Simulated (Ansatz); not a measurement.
**Worked example: CH2BrI + SnH3(CH3) → C2H5I + SnH3Br**

Species: CH2BrI (bromoiodomethane) `BrCI`, singlet; SnH3(CH3), singlet; C2H5I (iodoethane) `CCI`, singlet; SnH3Br `[Br][SnH3]`, singlet. The partners trade Br for CH3: C–Br and Sn–CH3 bonds give way to C–CH3 and Sn–Br.

Shapes, held fixed at every level: PBE0-D4/def2-TZVP. Programs: Ansatz 0.2.0. The zero-point and thermal change to 298 K, harmonic and unscaled (PBE0-D4/def2-TZVP), is +6.5 kJ/mol.

At CCSD(T)/def2-TZVPP; 1 Eh = 2625.50 kJ/mol:

| species | energy (Eh) |
| --- | --- |
| CH2BrI | -2909.076229 |
| SnH3(CH3) | -255.270769 |
| C2H5I | -376.217188 |
| SnH3Br | -2788.186363 |

Q: Work out ΔH(298 K) of the reaction at this level.

A: 
1. Products less reactants: (-376.217188) + (-2788.186363) − [(-2909.076229) + (-255.270769)] = -0.056553 Eh = -148.5 kJ/mol.
2. With the thermal change: -148.5 + (+6.5) = -142.0 kJ/mol.

Other levels give -170.8 (CCSD/def2-SVP) to -146.4 kJ/mol (CCSD/def2-TZVPP). No measured value is set beside it here. For atoms past krypton def2 sets carry core potentials with scalar relativity. Relativity is left out for Br. Outer-core shells of Br, I, Sn are correlated, in sets that cover them unevenly. CCSD(T)/def2-TZVPP lies outside the range of all other levels here, so it shouldn't be taken on trust. The median of the other levels is -160.0 kJ/mol.
